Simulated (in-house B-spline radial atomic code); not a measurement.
## Fe III (Fe2+): [Ar] 3d6

Method: non-relativistic LDA PW92, spin-polarised, spherical fractional occupations, point nucleus. Calculated with a B-spline radial code for spherical atoms.

Screening seen three ways: the hydrogenic charge with the same mean radius, Z_r = [3n² - l(l+1)]/(2<r>), the one with the same energy, Z_e = n√(-2ε), and Slater's rules. Values are occupation-weighted means over spin.

```
shell  electrons   ε (eV)  <r> (bohr)    Z_r    Z_e  Slater
   1s          2  -6935.8     0.05924  25.32  22.58   25.70
   2s          2  -821.98      0.2707  22.17  15.55   21.85
   2p          6  -712.83       0.237  21.10  14.48   21.85
   3s          2   -109.3      0.8225  16.41   8.50   14.75
   3p          6  -77.398      0.8635  14.48   7.16   14.75
   3d          6  -26.959       1.066   9.85   4.22    6.25
```

The least bound orbital is 3d down at -23.84 eV, and it is also the most diffuse (<r> = 1.108 bohr).
